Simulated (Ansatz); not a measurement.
Reaction (ligand exchange at the Si–C bond): `CO[Si](C)(O)F` + H–F → `CO[Si](O)(F)F` + CH₄

Program: Ansatz. Geometries: PBE0-D4/def2-TZVP. ΔE: electronic, gas phase. CBS: MP2 limit from def2 TZ/QZ plus the TZ coupled-cluster correction, frozen cores. This one scheme is used for every species. DFT in def2-TZVPP. B3LYP here is the variant with VWN-RPA as its local correlation; programs differ in this. One conformer a species, not always the lowest.

| level | ΔE (kJ/mol) | difference from CCSD(T)/CBS |
| --- | --- | --- |
| PBE-D4 | -136.9 | 11.2 |
| r2SCAN-D4 | -154.0 | -5.9 |
| B3LYP-D4 | -151.3 | -3.2 |
| ωB97X-V | -149.2 | -1.1 |
| ωB97M-V | -148.8 | -0.7 |
| B2PLYP | -156.7 | -8.6 |
| PBE0 | -145.0 | 3.1 |
| B3LYP | -158.2 | -10.1 |
| HF/def2-TZVPP | -176.1 | -28.0 |
| SCS-MP2/def2-TZVPP | -154.5 | -6.4 |
| CCSD/def2-TZVPP | -153.2 | -5.1 |
| CCSD(T)/def2-TZVPP | -149.8 | -1.7 |
| HF/def2-QZVPP | -178.5 | -30.4 |
| SCS-MP2/def2-QZVPP | -154.3 | -6.2 |
| HF/CBS(def2) | -178.9 | -30.8 |
| MP2/CBS(def2) | -146.9 | 1.2 |
| CCSD(T)/CBS | -148.1 | 0 |

Largest T1 diagnostic among the species: 0.011.

The D4 term adds +6.9 kJ/mol with B3LYP and +4.0 kJ/mol with PBE0; it sums over pairs of atoms, weighted by their polarisabilities, and B3LYP, whose exchange is more repulsive, gets the larger term. In def2-TZVPP, CCSD(T) changes the Hartree–Fock value by +26.2 kJ/mol (the triples alone add +3.4 kJ/mol) and MP2 by +27.4 kJ/mol.
